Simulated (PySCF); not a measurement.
Al(H)(vinyl)(NH2) (C₂H₆AlN), SMILES C=[CH][AlH][NH2]. Geometry: B3LYP-D3(BJ)/def2-SVP. Other conformers were not sampled.

Computed equilibrium geometry at B3LYP-D3(BJ)/def2-SVP (PySCF confirms it by a frequency run) as bond lengths and angles, and its point group (one conformer of several):
point group Cs.
Atoms: Al1 H2 C3 C4 H5 H6 H7 N8 H9 H10. Bond lengths (Å): Al1–H2 1.584, Al1–C3 1.946, Al1–N8 1.777, C3–C4 1.345, C3–H5 1.100, C4–H6 1.098, C4–H7 1.098, N8–H9 1.016, N8–H10 1.016. Bond angles (°): H2–Al1–C3 121.1, H2–Al1–N8 118.4, C3–Al1–N8 120.5, Al1–C3–C4 121.3, Al1–C3–H5 122.5, C4–C3–H5 116.2, C3–C4–H6 123.0, C3–C4–H7 121.9, H6–C4–H7 115.1, Al1–N8–H9 124.9, Al1–N8–H10 125.6, H9–N8–H10 109.5.
Charge 0, spin multiplicity 1.
